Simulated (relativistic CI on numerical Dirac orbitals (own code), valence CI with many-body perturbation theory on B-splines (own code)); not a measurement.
## Six levels of theory along the 23-electron sequence, Mn²⁺ to Ni⁵⁺

Errors of calculated excitation energies against measured levels, in cm⁻¹, for ions with the ground configuration 3d5. A: short ab initio CI on KLI orbitals; B: with Slater integrals scaled by 0.85 (0.9 from charge 5); C: with a P86 correlation functional too. D: large valence CI outside the frozen Dirac-Fock core [Ar] of the bare core ion; E: with the core-valence potential Σ₁; F: with Σ₁, the screening Σ₂, a three-electron term, Breit and QED. Only levels that pair in all six are counted (misses over 12,000 cm⁻¹ in F are taken as false pairs). α is the calculated polarisability of the core. The settings of D to F were settled on neutral and singly charged spectra, so those rows are no blind test.

Mean absolute error inside 3d5:

```
 Ion     A     B     C     D     E    F
Mn²⁺  7790  1093  1090  2516  1303  650
Fe³⁺  8970   823   824  1380   412  607
Co⁴⁺  8137  1730  1731   478   572  590
Ni⁵⁺  9859  1315  1317   612  1363  799
```

Mean signed error of 3d4 4s:

| Ion | α (bohr³) | A | B | C | D | E | F |
| --- | --- | --- | --- | --- | --- | --- | --- |
| Mn²⁺ | 0.627 | -94 | -4584 | +119 | -32856 | -26943 | -5769 |
| Fe³⁺ | 0.495 | -504 | -3884 | +1882 | -41842 | -34702 | -6759 |
| Co⁴⁺ | 0.398 | -74 | -3487 | +3141 | -49048 | -40848 | -7144 |
| Ni⁵⁺ | 0.325 | +1115 | -1831 | +5533 | -55140 | -46138 | -7331 |

Inside 3d5, A goes from 7790 to 9859, B from 1093 to 1315 and F from 650 to 799; F is closer than B for 4 of the 4 ions. For 3d4 4s, D misses by -32856 in Mn²⁺ and -55140 in Ni⁵⁺, although α falls from 0.63 to 0.33 bohr³; with all terms F leaves -5769 and -7331, that is 18 % and 13 % of D's error. The large errors of D come from the relaxation of the core as the number of d electrons changes, which the short lists include from the start through orbitals optimised for each configuration.

Sources of the measured levels: Mn²⁺, Corliss and Sugar, J. Phys. Chem. Ref. Data 6, 1253 (1977); Fe³⁺, Corliss and Sugar, J. Phys. Chem. Ref. Data 11, 135 (1982); Co⁴⁺, Sugar and Corliss, J. Phys. Chem. Ref. Data 10, 1097 (1981); Ni⁵⁺, Corliss and Sugar, J. Phys. Chem. Ref. Data 10, 197 (1981).
